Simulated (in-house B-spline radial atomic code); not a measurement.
**Ionising Mo III (Mo2+) with different functionals**

Computed with a radial B-spline atomic code at the basis-set limit: non-relativistic Hamiltonian, point nucleus, spin-polarised at highest spin, spherical fractional occupations for the functionals, and exact exchange of hybrids averaged over the configuration. The ionisation energy is the difference of two self-consistent energies, [Kr] 4d4 → [Kr] 4d3, without Breit or QED terms; ε is the level of the shell that loses the electron (its least bound occupied spin orbital). There is no spin-orbit coupling in this Hamiltonian.

```
   method                    rung  ΔSCF (eV)  -ε(4d) (eV)
     PBE0           global hybrid      28.11        23.85
    B3LYP           global hybrid      28.03        23.41
    TPSSh           global hybrid      28.06        22.78
   M06-2X           global hybrid      27.66        25.36
BHandHLYP           global hybrid      27.77        25.20
  r2SCAN0           global hybrid          ?            ?
    B97-1           global hybrid      27.84        23.30
    HSE06  range-separated hybrid      28.10        23.43
    wB97X  range-separated hybrid      27.68        26.04
CAM-B3LYP  range-separated hybrid          ?            ?
  LC-wPBE  range-separated hybrid      28.02        26.68
```

**Question.** What does CAM-B3LYP give?

**Answer.** ΔSCF 27.95 eV, and -ε(4d) = 25.15 eV.

**Question.** What does r2SCAN0 give?

**Answer.** ΔSCF 28.23 eV, and -ε(4d) = 24.00 eV.

**Question.** Among the functionals, which spreads more, the ΔSCF values or the orbital energies?

**Answer.** The orbital energies: ΔSCF values span about 0.57 eV and the orbital energies 3.89 eV; here energy differences depend much less on the functional than eigenvalues do.

**Question.** How do they compare with the NIST value?

**Answer.** NIST lists 27.1 eV ± 0.12 (semi-empirical, ground level to ground level). Errors run from +0.53 to +1.10 eV; M06-2X is closest (+0.53 eV), though others lie within the uncertainty of it, and part of that can be cancellation, since the calculations leave out relativity, Breit-QED terms, multiplet and fine-structure energies.
